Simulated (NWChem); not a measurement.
Program: NWChem. System: C3H5O, charge 1, spin multiplicity 3, at the geometry of a parent with another charge or spin, in a state set for the comparison that need not be this species' ground state. Its SCF solution wasn't tested for a lower state. Level: UHF/def2-SVPD.

Part of the output:

```
             Northwest Computational Chemistry Package (NWChem) 7.3.0
             --------------------------------------------------------

                                NWChem Input Module
                                -------------------

 Scaling coordinates for geometry "geometry" by  1.889725989
 (inverse scale =  0.529177249)

                             Geometry "geometry" -> ""
                             -------------------------

 Output coordinates in angstroms (scale by  1.889725989 to convert to a.u.)

  No.       Tag          Charge          X              Y              Z
 ---- ---------------- ---------- -------------- -------------- --------------
    1 C                    6.0000     0.62823500    -1.28218100    -0.01575400
    2 C                    6.0000    -0.13407200    -0.05768500    -0.00378900
    3 C                    6.0000     0.61664500     1.25546700    -0.00999300
    4 O                    8.0000    -1.36081700    -0.09193400     0.02560500
    5 H                    1.0000     1.72085700    -1.29148300    -0.04508200
    6 H                    1.0000     0.08275900    -2.22835400     0.00792000
    7 H                    1.0000     1.05796200     1.43694000     0.98376400
    8 H                    1.0000    -0.08139800     2.07118800    -0.23608800
    9 H                    1.0000     1.44151300     1.25358000    -0.73813700

 Effective nuclear repulsion energy (a.u.)     111.9446176338

            Nuclear Dipole moment (a.u.)
            ----------------------------
        X                 Y               Z
 ---------------- ---------------- ----------------
     0.0000094486     0.0000094486     0.0000018897


 Summary of "ao basis" -> "" (spherical)
 ------------------------------------------------------------------------------
       Tag                 Description            Shells   Functions and Types
 ---------------- ------------------------------  ------  ---------------------
 *                         def2-svpd                  on all atoms

 Summary of "ao basis" -> "ao basis" (spherical)
 ------------------------------------------------------------------------------
       Tag                 Description            Shells   Functions and Types
 ---------------- ------------------------------  ------  ---------------------
 C                         def2-svpd                 8       20   4s2p2d
 O                         def2-svpd                 9       23   4s3p2d
 H                         def2-svpd                 4        8   2s2p

                                 NWChem SCF Module
                                 -----------------

  ao basis        = "ao basis"
  functions       =   123
  atoms           =     9
  alpha electrons =    16
  beta  electrons =    14
  charge          =   1.00
  wavefunction    = UHF
  use symmetry    = F
  symmetry adapt  = F

 Summary of "ao basis" -> "ao basis" (spherical)
 ------------------------------------------------------------------------------
       Tag                 Description            Shells   Functions and Types
 ---------------- ------------------------------  ------  ---------------------
 C                         def2-svpd                 8       20   4s2p2d
 O                         def2-svpd                 9       23   4s3p2d
 H                         def2-svpd                 4        8   2s2p

 Forming initial guess at       0.1s

 Starting SCF solution at       0.1s

 ----------------------------------------------
         Quadratically convergent UHF

 Convergence threshold     :          1.000E-07
 Maximum no. of iterations :          100
 Integral*density screening:          1.000E-09
 ----------------------------------------------

              iter       energy          gnorm     gmax       time
             ----- ------------------- --------- --------- --------
                 1     -190.8643854490  4.53D-01  8.39D-02      4.8
                 2     -190.8956743176  4.36D-02  9.54D-03      7.3
                 3     -190.8960156869  1.07D-03  2.82D-04     10.0
                 4     -190.8960165200  1.81D-06  6.02D-07     15.3
                 5     -190.8960165200  7.08D-09  2.42D-09     20.2
[...]
    24     -6.005895  2 C  s                  4      5.738469  1 C  s
    93     -2.747020  6 H  s                 85     -2.555906  5 H  s
    64      2.154902  4 O  s                109      2.091823  8 H  s
    44     -1.692456  3 C  s                  3      1.657546  1 C  s
   117      0.685616  9 H  s                 71      0.669388  4 O  px

                     UHF Final Beta Molecular Orbital Analysis
                     -----------------------------------------

 Vector   12  Occ=1.000000D+00  E=-8.124669D-01
              MO Center=  5.8D-01, -9.2D-02, -6.9D-02, r^2= 3.1D+00
   Bfn.  Coefficient  Atom+Function         Bfn.  Coefficient  Atom+Function
  ----- ------------  ---------------      ----- ------------  ---------------
    45      0.298182  3 C  px                 5      0.246953  1 C  px
    92     -0.234842  6 H  s                 84      0.221774  5 H  s
   116      0.208369  9 H  s                 24     -0.201986  2 C  s
    65      0.171401  4 O  px                26     -0.162699  2 C  py

 Vector   13  Occ=1.000000D+00  E=-7.710204D-01
              MO Center=  3.7D-01,  9.9D-01,  1.4D-01, r^2= 2.2D+00
   Bfn.  Coefficient  Atom+Function         Bfn.  Coefficient  Atom+Function
  ----- ------------  ---------------      ----- ------------  ---------------
    47      0.392550  3 C  pz               100      0.317632  7 H  s
    67     -0.293969  4 O  pz                50      0.249664  3 C  pz
    70     -0.225045  4 O  pz               116     -0.223827  9 H  s

 Vector   14  Occ=1.000000D+00  E=-7.680533D-01
              MO Center=  4.0D-01,  6.6D-01, -1.0D-01, r^2= 3.0D+00
   Bfn.  Coefficient  Atom+Function         Bfn.  Coefficient  Atom+Function
  ----- ------------  ---------------      ----- ------------  ---------------
   108      0.333808  8 H  s                 46      0.298649  3 C  py
    45     -0.239880  3 C  px                 6      0.228272  1 C  py
    26     -0.218968  2 C  py                92     -0.209848  6 H  s
   116     -0.167500  9 H  s

 Vector   15  Occ=0.000000D+00  E=-2.102461D-01
              MO Center=  1.3D-01, -5.9D-01, -3.7D-03, r^2= 2.3D+00
   Bfn.  Coefficient  Atom+Function         Bfn.  Coefficient  Atom+Function
  ----- ------------  ---------------      ----- ------------  ---------------
    30      0.359712  2 C  pz                27      0.330738  2 C  pz
     7      0.316712  1 C  pz                67     -0.284304  4 O  pz
    70     -0.258871  4 O  pz

 Vector   16  Occ=0.000000D+00  E=-2.054932D-01
              MO Center= -1.0D+00, -5.4D-02,  1.8D-02, r^2= 1.9D+00
   Bfn.  Coefficient  Atom+Function         Bfn.  Coefficient  Atom+Function
  ----- ------------  ---------------      ----- ------------  ---------------
    66      0.480254  4 O  py                69      0.463032  4 O  py
    72      0.269171  4 O  py

 Vector   17  Occ=0.000000D+00  E=-6.800718D-02
              MO Center=  5.0D-01, -3.1D-02,  4.0D-02, r^2= 9.6D+00
   Bfn.  Coefficient  Atom+Function         Bfn.  Coefficient  Atom+Function
  ----- ------------  ---------------      ----- ------------  ---------------
    24      3.189837  2 C  s                  4      2.283719  1 C  s
    85     -2.030534  5 H  s                 64     -1.848997  4 O  s
    44      1.666200  3 C  s                 93     -1.638569  6 H  s
    43      1.477012  3 C  s                117     -1.350309  9 H  s
   101     -1.281559  7 H  s                109     -1.229717  8 H  s

 center of mass
 --------------
 x =  -0.13855425 y =  -0.04080948 z =   0.00090383

 moments of inertia (a.u.)
 ------------------
         196.629315787505          -8.517866400607           2.940871643847
          -8.517866400607         166.575686594057          -0.348547192417
           2.940871643847          -0.348547192417         351.794867961704

  Mulliken analysis of the total density
  --------------------------------------

    Atom       Charge   Shell Charges
 -----------   ------   -------------------------------------------------------
    1 C    6     5.91   1.99  0.92  0.34 -0.07  1.93  0.75  0.03  0.03
    2 C    6     5.90   1.99  0.97  0.05  0.11  1.90  0.68  0.10  0.10
    3 C    6     5.81   1.99  0.88 -0.21  0.03  2.05  1.04  0.03 -0.01
    4 O    8     8.24   1.99  1.15  0.77  0.04  2.68  1.48  0.09  0.02  0.02
    5 H    1     0.93   0.72  0.17  0.03  0.02
    6 H    1     0.84   0.73  0.10  0.03 -0.01
    7 H    1     0.76   0.72 -0.03  0.03  0.05
    8 H    1     0.83   0.74 -0.01  0.03  0.07
    9 H    1     0.77   0.72 -0.03  0.03  0.05

  Mulliken analysis of the alpha density
  --------------------------------------

    Atom       Charge   Shell Charges
 -----------   ------   -------------------------------------------------------
    1 C    6     3.56   0.99  0.49  0.25 -0.04  1.25  0.58  0.01  0.03
    2 C    6     2.78   0.99  0.47  0.01  0.02  0.91  0.30  0.06  0.03
    3 C    6     2.94   0.99  0.45 -0.11  0.02  1.06  0.53  0.02 -0.02
    4 O    8     4.73   1.00  0.60  0.38  0.03  1.75  0.91  0.05  0.01 -0.00
    5 H    1     0.43   0.34  0.06  0.02  0.02
    6 H    1     0.37   0.34  0.02  0.02 -0.01
    7 H    1     0.38   0.36 -0.02  0.01  0.03
    8 H    1     0.41   0.37 -0.00  0.01  0.04
    9 H    1     0.39   0.36 -0.02  0.01  0.03

   Mulliken analysis of the beta density
   -------------------------------------

    Atom       Charge   Shell Charges
 -----------   ------   -------------------------------------------------------
    1 C    6     2.36   0.99  0.43  0.08 -0.02  0.69  0.17  0.01  0.00
    2 C    6     3.12   0.99  0.50  0.04  0.10  0.99  0.38  0.04  0.07
    3 C    6     2.87   0.99  0.43 -0.10  0.01  0.99  0.51  0.02  0.01
    4 O    8     3.51   1.00  0.55  0.39  0.01  0.93  0.57  0.03  0.01  0.02
    5 H    1     0.50   0.38  0.10  0.01  0.00
    6 H    1     0.47   0.39  0.08  0.01 -0.01
    7 H    1     0.38   0.36 -0.01  0.01  0.02
    8 H    1     0.42   0.37 -0.00  0.01  0.04
    9 H    1     0.38   0.36 -0.01  0.01  0.02

   Mulliken analysis of the spin density
   -------------------------------------

    Atom       Charge   Shell Charges
 -----------   ------   -------------------------------------------------------
    1 C    6     1.20  -0.00  0.06  0.17 -0.02  0.56  0.41 -0.00  0.03
    2 C    6    -0.34  -0.00 -0.04 -0.03 -0.08 -0.09 -0.08  0.02 -0.04
    3 C    6     0.07   0.00  0.01 -0.01  0.01  0.07  0.02  0.00 -0.02
    4 O    8     1.22  -0.00  0.06 -0.01  0.02  0.83  0.34  0.02 -0.00 -0.02
    5 H    1    -0.06  -0.04 -0.04  0.00  0.01
    6 H    1    -0.10  -0.05 -0.06  0.00 -0.00
    7 H    1     0.01   0.00 -0.00  0.00  0.01
    8 H    1    -0.01  -0.01 -0.00  0.00 -0.00
    9 H    1     0.01   0.00 -0.00  0.00  0.01

       Multipole analysis of the density wrt the origin
       ------------------------------------------------

     L   x y z        total         alpha         beta         nuclear
     -   - - -        -----         -----         ----         -------
     0   0 0 0      1.000000    -16.000000    -14.000000     31.000000

     1   1 0 0      0.711805      1.169978     -0.458182      0.000009
     1   0 1 0     -0.214480      0.888207     -1.102697      0.000009
     1   0 0 1      0.003914     -0.009803      0.013715      0.000002

     2   2 0 0    -13.478018    -57.193578    -48.218218     91.933778
     2   1 1 0     -0.145835     -2.211465     -3.687571      5.753201
     2   1 0 1     -0.038482      0.851883      0.727378     -1.617743
     2   0 2 0     -9.891898    -68.637899    -62.556848    121.302849
     2   0 1 1      0.062390     -0.131008     -0.050465      0.243863
     2   0 0 2    -16.363207    -12.113884     -9.884069      5.634746

 Task  times  cpu:       20.3s     wall:       20.3s

 Total times  cpu:       20.3s     wall:       20.3s
```

Write an NWChem input that would produce this output.

Several could match; the one computed here: 
```
start mol
memory heap 200 mb stack 900 mb global 1100 mb
charge 1
geometry units angstroms nocenter noautoz noautosym
  C      0.628235    -1.282181    -0.015754
  C     -0.134072    -0.057685    -0.003789
  C      0.616645     1.255467    -0.009993
  O     -1.360817    -0.091934     0.025605
  H      1.720857    -1.291483    -0.045082
  H      0.082759    -2.228354     0.007920
  H      1.057962     1.436940     0.983764
  H     -0.081398     2.071188    -0.236088
  H      1.441513     1.253580    -0.738137
end
basis spherical
  * library def2-svpd
end
scf
  uhf
  nopen 2
  maxiter 100
  thresh 1e-7
  semidirect memsize 60000000 filesize 0
  # guess.movecs holds the orbitals of an unrestricted PBE0 run
  vectors input guess.movecs output mol.movecs
end
task scf energy
```
